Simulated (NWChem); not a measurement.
ZnH2S2; SMILES [SH][Zn][SH]

```xyz
5

Zn     0.0000     0.0000    -0.0238
S     -0.0307    -2.1755    -0.0343
H      0.9381    -2.2567     0.9064
S      0.0307     2.1755    -0.0343
H     -0.9381     2.2567     0.9064
```
Atoms are numbered in this order, from 1.

Geometry: optimised at PBE0/def2-SVP.

Symmetry labels are those of C2 in the frame above (b1 and b2, or b-type labels, depend on it).

Problem. List the 4 lowest vertical singlet excitations from B3LYP/def2-SVPD, TDA (NWChem).

Solution. 
```tsv
state	energy (eV)	oscillator strength	symmetry	leading excitation (squared amplitude)
S1	4.82	0.031	b	HOMO → LUMO (0.99)
S2	4.84	0.032	a	HOMO−1 → LUMO (0.99)
S3	5.52	0.000	b	HOMO−1 → LUMO+1 (0.52)
S4	5.54	0.000	a	HOMO → LUMO+1 (0.57)
```
